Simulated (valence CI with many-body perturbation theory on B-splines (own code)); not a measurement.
# E1 line list for Pt XLVIII

Method: relativistic CI+MBPT: three valence electrons over a frozen Dirac-Fock core [Ar] 3d10, radial functions for each j: 11 s, 11 p, 9 d, 7 f, 5 g, 2 h, 1 i, with the one-electron correlation potential Σ1, the two-electron term Σ2, the three-electron term Σ3, Breit, model QED; selected CI, second order for the rest (own B-spline code, finite nucleus).

The last digits are not significant, and no measured levels were compared; by estimate large intervals hold to a few tenths of a per cent, small ones and those within an open d or f shell to about a per cent.

Lines 151 to 200 of 275 in falling wavelength, among levels below 694.63 eV, chosen from the strongest by gf and those to the six lowest levels. Wavelengths and rates use the calculated energies. Electric multipoles are in the length gauge, E1 and E2 with the static RPA response of the core. Weak lines are less certain than strong ones. Lines between different terms over intervals too small for the method are left out, as are lines whose strength nearly cancels. The highest levels of a list are the least certain.

Levels are named by their leading jj configuration (3d3/2^4 stands for four electrons in 3d with j = 3/2), which in mixed levels can hold well under half, so a name can repeat and another be missing. Letters in brackets count levels of one name in rising energy.

| λ vac (nm) | Upper | Lower | A (s⁻¹) | S (a.u.) with core polarisation | S without |
| --- | --- | --- | --- | --- | --- |
| 5.067 | (4p1/2^2 4p3/2) J=3/2 | (4s 4p1/2^2) J=1/2 | 3.64e+11 | 9.35e-02 | 9.89e-02 |
| 5.067 | (4s 4p3/2 4d5/2) J=7/2 [b] | (4s^2 4d5/2) J=5/2 | 6.18e+11 | 3.17e-01 | 3.36e-01 |
| 5.066 | (4s 4p1/2 4p3/2) J=3/2 [b] | (4s^2 4p1/2) J=1/2 | 5.50e+11 | 1.41e-01 | 1.49e-01 |
| 5.066 | (4p1/2 4p3/2 4d5/2) J=3/2 [a] | (4s 4p1/2 4d5/2) J=5/2 [a] | 1.90e+11 | 4.87e-02 | 5.15e-02 |
| 5.058 | (4p1/2 4p3/2 4d3/2) J=1/2 [b] | (4s 4p1/2 4d3/2) J=1/2 | 3.79e+11 | 4.84e-02 | 5.12e-02 |
| 5.057 | (4p3/2^3) J=3/2 | (4s 4p3/2^2) J=1/2 | 4.38e+11 | 1.12e-01 | 1.18e-01 |
| 5.051 | (4p1/2 4p3/2 4d5/2) J=7/2 [b] | (4s 4p1/2 4d5/2) J=5/2 [b] | 1.47e+11 | 7.47e-02 | 7.90e-02 |
| 5.045 | (4p1/2 4p3/2 4d3/2) J=5/2 [a] | (4s 4p1/2 4d3/2) J=3/2 [a] | 2.82e+11 | 1.07e-01 | 1.13e-01 |
| 5.037 | (4p1/2 4p3/2 4d5/2) J=5/2 [b] | (4s 4p1/2 4d5/2) J=3/2 | 1.44e+11 | 5.47e-02 | 5.79e-02 |
| 5.037 | (4p1/2 4p3/2 4d5/2) J=5/2 [a] | (4s 4p1/2 4d5/2) J=5/2 [a] | 5.36e+10 | 2.03e-02 | 2.15e-02 |
| 5.018 | (4s 4p3/2^2) J=1/2 | (4s^2 4p3/2) J=3/2 | 7.29e+11 | 9.10e-02 | 9.63e-02 |
| 5.016 | (4s 4p1/2 4p3/2) J=1/2 | (4s^2 4p1/2) J=1/2 | 1.03e+12 | 1.28e-01 | 1.36e-01 |
| 5.010 | (4p1/2 4p3/2 4d3/2) J=3/2 [a] | (4s 4p1/2 4d3/2) J=3/2 [a] | 5.00e+11 | 1.24e-01 | 1.31e-01 |
| 5.008 | (4p1/2 4p3/2 4d3/2) J=1/2 [a] | (4s 4p1/2 4d3/2) J=3/2 [a] | 6.94e+11 | 8.60e-02 | 9.10e-02 |
| 5.007 | (4p1/2 4p3/2 4d5/2) J=1/2 | (4s 4p1/2 4d5/2) J=3/2 | 3.08e+11 | 3.82e-02 | 4.04e-02 |
| 5.007 | (4p1/2 4p3/2 4d3/2) J=7/2 | (4s 4p1/2 4d3/2) J=5/2 | 7.62e+11 | 3.77e-01 | 3.99e-01 |
| 5.001 | (4s 4p3/2 4d3/2) J=1/2 [b] | (4s^2 4d3/2) J=3/2 | 1.12e+12 | 1.38e-01 | 1.47e-01 |
| 4.996 | (4p1/2 4p3/2 4d5/2) J=3/2 [b] | (4s 4p1/2 4d5/2) J=5/2 [b] | 4.03e+11 | 9.92e-02 | 1.05e-01 |
| 4.989 | (4p1/2 4p3/2^2) J=3/2 | (4s 4p1/2 4p3/2) J=5/2 | 7.17e+10 | 1.76e-02 | 1.86e-02 |
| 4.979 | (4p1/2 4p3/2^2) J=5/2 | (4s 4p1/2 4p3/2) J=5/2 | 3.62e+11 | 1.33e-01 | 1.40e-01 |
| 4.945 | (4s 4p3/2 4d3/2) J=5/2 [b] | (4s^2 4d3/2) J=3/2 | 1.74e+12 | 6.23e-01 | 6.59e-01 |
| 4.944 | (4s 4p3/2^2) J=3/2 | (4s^2 4p3/2) J=3/2 | 1.54e+12 | 3.67e-01 | 3.88e-01 |
| 4.928 | (4s 4p3/2 4d5/2) J=3/2 [b] | (4s^2 4d5/2) J=5/2 | 7.72e+11 | 1.82e-01 | 1.93e-01 |
| 4.927 | (4p1/2 4p3/2 4d5/2) J=7/2 [b] | (4s 4p1/2 4d5/2) J=7/2 | 2.08e+11 | 9.81e-02 | 1.04e-01 |
| 4.853 | (4s 4p3/2 4d5/2) J=5/2 [b] | (4s^2 4d5/2) J=5/2 | 7.04e+11 | 2.38e-01 | 2.52e-01 |
| 4.816 | (4s 4p3/2 4d5/2) J=3/2 [a] | (4s^2 4d3/2) J=3/2 | 9.25e+10 | 2.04e-02 | 2.16e-02 |
| 4.812 | (4p1/2 4p3/2^2) J=3/2 | (4s 4p1/2 4p3/2) J=3/2 [a] | 5.42e+11 | 1.19e-01 | 1.26e-01 |
| 4.803 | (4p1/2 4p3/2^2) J=5/2 | (4s 4p1/2 4p3/2) J=3/2 [a] | 1.92e+09 | 6.31e-04 | 6.68e-04 |
| 4.777 | (4p1/2 4p3/2 4d5/2) J=5/2 [b] | (4s 4p1/2 4d5/2) J=5/2 [a] | 2.68e+11 | 8.66e-02 | 9.17e-02 |
| 4.774 | (4p1/2 4p3/2 4d3/2) J=5/2 [b] | (4s 4p1/2 4d3/2) J=5/2 | 8.53e+10 | 2.75e-02 | 2.91e-02 |
| 4.744 | (4p3/2^3) J=3/2 | (4s 4p3/2^2) J=5/2 | 2.69e+11 | 5.66e-02 | 6.00e-02 |
| 4.674 | (4p1/2 4p3/2^2) J=1/2 | (4s 4p1/2 4p3/2) J=3/2 [a] | 2.87e+10 | 2.89e-03 | 3.06e-03 |
| 4.660 | (4s 4p1/2 4f5/2) J=5/2 [b] | (4p1/2^2 4p3/2) J=3/2 | 6.55e+10 | 1.96e-02 | 2.07e-02 |
| 4.655 | (4s^2 4f5/2) J=5/2 | (4s 4p1/2 4p3/2) J=3/2 [b] | 1.58e+11 | 4.72e-02 | 4.99e-02 |
| 4.632 | (4p1/2 4p3/2 4d3/2) J=5/2 [b] | (4s 4p1/2 4d3/2) J=3/2 [a] | 8.08e+10 | 2.38e-02 | 2.52e-02 |
| 4.442 | (4s^2 4f5/2) J=5/2 | (4s 4p1/2 4p3/2) J=5/2 | 3.80e+09 | 9.87e-04 | 1.04e-03 |
| 4.386 | (4s 4p1/2 4d3/2) J=3/2 [a] | (4s 4p1/2^2) J=1/2 | 3.68e+10 | 6.13e-03 | 6.49e-03 |
| 4.370 | (4p1/2 4p3/2 4d3/2) J=5/2 [a] | (4p1/2^2 4p3/2) J=3/2 | 6.74e+10 | 1.66e-02 | 1.76e-02 |
| 4.360 | (4s 4p3/2 4d3/2) J=3/2 [a] | (4s 4p1/2 4p3/2) J=3/2 [b] | 1.35e+09 | 2.20e-04 | 2.34e-04 |
| 4.359 | (4s 4p3/2 4d3/2) J=1/2 [a] | (4s 4p1/2 4p3/2) J=3/2 [b] | 3.41e+10 | 2.78e-03 | 2.95e-03 |
| 4.357 | (4s 4p3/2 4d3/2) J=5/2 [a] | (4s 4p1/2 4p3/2) J=3/2 [b] | 3.61e+10 | 8.86e-03 | 9.37e-03 |
| 4.315 | (4s^2 4f7/2) J=7/2 | (4s 4p1/2 4p3/2) J=5/2 | 1.43e+11 | 4.52e-02 | 4.78e-02 |
| 4.300 | (4s^2 4f5/2) J=5/2 | (4s 4p1/2 4p3/2) J=3/2 [a] | 1.35e+10 | 3.18e-03 | 3.37e-03 |
| 4.172 | (4s 4p3/2 4d3/2) J=3/2 [a] | (4s 4p1/2 4p3/2) J=5/2 | 2.39e+11 | 3.43e-02 | 3.63e-02 |
| 4.170 | (4s 4p3/2 4d3/2) J=5/2 [a] | (4s 4p1/2 4p3/2) J=5/2 | 8.87e+11 | 1.90e-01 | 2.02e-01 |
| 4.167 | (4s 4p3/2 4d3/2) J=3/2 [b] | (4s 4p1/2 4p3/2) J=1/2 | 6.80e+11 | 9.71e-02 | 1.03e-01 |
| 4.134 | (4s 4p3/2 4d3/2) J=3/2 [b] | (4s 4p1/2 4p3/2) J=3/2 [b] | 6.82e+11 | 9.51e-02 | 1.01e-01 |
| 4.100 | (4s 4p3/2 4d3/2) J=7/2 | (4s 4p1/2 4p3/2) J=5/2 | 1.08e+12 | 2.94e-01 | 3.11e-01 |
| 4.095 | (4p1/2 4p3/2 4d3/2) J=3/2 [b] | (4p1/2^2 4p3/2) J=3/2 | 1.76e+12 | 2.38e-01 | 2.52e-01 |
| 4.069 | (4s 4p1/2 4d3/2) J=1/2 | (4s 4p1/2^2) J=1/2 | 1.72e+12 | 1.14e-01 | 1.21e-01 |
